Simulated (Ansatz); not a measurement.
`[SiH3]SCC=S` + CH₃SH → `S=CCCS` + `[SiH3]S`  (formal exchange of groups at a C–S bond)

Computed with Ansatz on PBE0-D4/def2-TZVP structures; ΔE is electronic, products minus reactants. CCSD(T)/CBS is the MP2 limit (def2-TZVPP, def2-QZVPP) plus CCSD(T) − MP2 in def2-TZVPP, frozen cores. This one scheme is used for every species. Functionals use def2-TZVPP. B3LYP here is the variant with VWN-RPA as its local correlation; programs differ in this. One conformer a species, not always the lowest.

`[SiH3]SCC=S`:

Cartesian coordinates in Å:
```
Si -1.114 -0.827 1.193
S -0.442 -1.213 -0.803
C 0.214 0.429 -1.281
C 1.451 0.663 -0.499
S 1.581 1.705 0.722
H -1.989 0.372 1.210
H -0.002 -0.651 2.160
H -1.885 -2.049 1.527
H -0.532 1.204 -1.107
H 0.427 0.346 -2.350
H 2.291 0.022 -0.773
```

CH₃SH:

Cartesian coordinates in Å:
```
C -0.468 0.025 0.148
S 1.280 -0.405 0.304
H -0.609 1.101 0.061
H -0.947 -0.315 1.066
H -0.931 -0.486 -0.695
H 1.676 0.080 -0.883
```

`S=CCCS`:

```xyz
11

S     0.782   -1.219   -2.416
C     0.654   -0.948   -0.836
C    -0.598   -0.607   -0.111
C    -0.585    0.817    0.448
S     0.672    1.155    1.707
H     1.547   -0.996   -0.208
H    -0.715   -1.305    0.727
H    -1.451   -0.719   -0.784
H    -1.535    1.009    0.951
H    -0.495    1.546   -0.358
H     1.723    1.268    0.880
```

`[SiH3]S`:

```xyz
6

Si   -0.160    0.376    0.334
S    -0.298   -0.978   -1.314
H     0.033   -0.343    1.618
H    -1.457    1.093    0.345
H     0.952    1.343    0.155
H     0.931   -1.492   -1.138
```

```tsv
species	B3LYP-D4 energy (Eh)
`[SiH3]SCC=S`	-1165.83150
CH₃SH	-438.75655
`S=CCCS`	-914.41031
`[SiH3]S`	-690.17891
```

Problem. Work out ΔE.

Solution. ΔE = (-914.41031) + (-690.17891) − (-1165.83150) − (-438.75655) = -0.00117 Eh = -3.1 kJ/mol. CCSD(T)/CBS gives -8.8 kJ/mol.

Largest T1 diagnostic among the species: 0.015.

In def2-TZVPP, CCSD(T) changes the Hartree–Fock value by +7.0 kJ/mol (the triples alone add +3.1 kJ/mol) and MP2 by +10.6 kJ/mol. The D4 term adds +6.1 kJ/mol with B3LYP and +3.2 kJ/mol with PBE0; it sums over pairs of atoms, weighted by their polarisabilities, and B3LYP, whose exchange is more repulsive, gets the larger term.
